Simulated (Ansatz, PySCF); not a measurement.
Noncovalent pair: H3NSe (SMILES N[SeH]) (first 5 atoms) with H2O (SMILES O); geometry from B3LYP-D3(BJ)/def2-TZVP.
(charge 0, multiplicity 1):
```xyz
8

N     -1.07292     0.40476     0.50212
Se     0.39156    -0.45012    -0.29184
H     -1.14491     1.36279     0.18173
H     -1.93319    -0.08622     0.29239
H     -0.03129    -0.39510    -1.71329
O     -0.20334     0.36879     3.33455
H     -0.57862     0.39415     2.43657
H     -0.30254    -0.54208     3.62689
```

Basis-set superposition error: the interaction energy with monomers in their own basis, and in the dimer's basis (counterpoise).

Codes used: Ansatz (Gaussian basis) for Hartree–Fock, density functionals and correlated methods; PySCF for 6-31G* rows, M06-2X. Each number belongs to the level named beside it.

```tsv
level	uncorrected (kcal/mol)	counterpoise (kcal/mol)	difference
HF/6-31G*	-4.75	-3.47	1.29
HF/aug-cc-pVDZ	-3.10	-2.67	0.43
HF/aug-cc-pVQZ	-2.69	-2.67	0.03
BLYP/def2-TZVPPD	-3.83	-3.69	0.13
r2SCAN/def2-TZVPPD	-5.31	-5.19	0.12
B3LYP/def2-TZVPPD	-4.33	-4.21	0.12
M06-2X/def2-TZVPPD	-5.30	-5.15	0.15
B2PLYP/def2-TZVPPD	-4.87	-4.58	0.30
SCS-MP2/aug-cc-pVQZ	-4.88	-4.51	0.37
CCSD/aug-cc-pVDZ	-5.37	-4.05	1.31
```

The error is largest for CCSD/aug-cc-pVDZ (1.31 kcal/mol) and smallest for HF/aug-cc-pVQZ (0.03 kcal/mol).

Ansatz is an electronic-structure program.
